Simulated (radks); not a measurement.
Q: Excited configurations of neutral beryllium: one electron is placed in a higher orbital outside [He] 2s1. The ground configuration is [He] 2s2. Method: scalar-relativistic Kohn-Sham, PBE, spin-polarised, spherical densities, finite nucleus; open shells are filled with parallel spins first; Fermi nuclear charge, rms radius 2.519 fm; computed with a radial shooting solver on a logarithmic mesh with Libxc functionals. Excitation = E - E(ground); binding = E(ion) - E, where the ion is the core of charge +1; n* = 1/sqrt(2 binding) in atomic units, and the quantum defect is n - n*.

outer orbital  excitation (eV)  binding (eV)     n*  quantum defect  eigenvalue (eV)  <r> (bohr)
2p                       2.442         6.557  1.441           0.559           -3.034       2.940
3p                       6.666         2.332  2.415           0.585           -1.312       8.493
4p                       7.693         1.305  3.229           0.771           -0.795       16.49
4d                       7.875         1.124  3.479           0.521           -0.634       17.41
4f                       8.033         0.965  3.754           0.246           -0.481       16.73
5p                       8.161         0.838  4.030           0.970           -0.547       26.69
5f                       8.327         0.671  4.501           0.499           -0.405       28.39

Estimate the row for 5d.

A: excitation (eV) 8.244; binding (eV) 0.755; n* 4.246; quantum defect 0.754; eigenvalue (eV) -0.476; <r> (bohr) 27.99. The Delta-SCF ionisation energy is 8.998 eV (NIST Atomic Spectra Database: 9.323 eV, measured). Self-interaction in the functional shifts the binding energies and quantum defects, so they are the method's values and not measured ones.
